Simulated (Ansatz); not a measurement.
The cluster Zn3F4⁺. Charge 1, multiplicity 2. Geometry r2SCAN-D4/def2-SVP; atoms count from 1.

Cartesian coordinates in Å:
```
Zn 0.717 -2.349 0.935
Zn 0.058 1.696 0.395
Zn -0.594 -0.701 -1.228
F 0.323 -0.299 0.534
F -0.780 1.123 -1.260
F 0.510 2.968 1.471
F -0.236 -2.438 -0.846
```

Another isomer (doublet) lies 0.08 eV lower at PBE0-D4/def2-TZVP; other spin states weren't run for this one.

**Question.** Estimate the Mulliken populations from the PBE0/def2-TZVP orbitals of Ansatz.

**Answer.** 
```
atom  charge (e)  spin (α − β)  d electrons
 Zn1        0.72          0.94        10.03
 Zn2        1.06          0.01        10.07
 Zn3        1.11          0.04        10.07
  F4       -0.55          0.00            –
  F5       -0.45          0.00            –
  F6       -0.45          0.00            –
  F7       -0.45          0.01            –
```
Mulliken values depend strongly on the basis.

**Question.** Where does the spin sit?

**Answer.** Summed by element: Zn 0.99, F 0.01, of 1 unpaired in all. Largest on single atoms: Zn1 0.94, Zn3 0.04, Zn2 0.01.

**Question.** And the Mayer bond orders between heavy atoms (over 0.3)?

**Answer.** Zn2–F5 0.37 (1.94 Å); Zn2–F6 0.93 (1.73 Å); Zn3–F5 0.54 (1.83 Å); Zn3–F7 0.60 (1.81 Å).
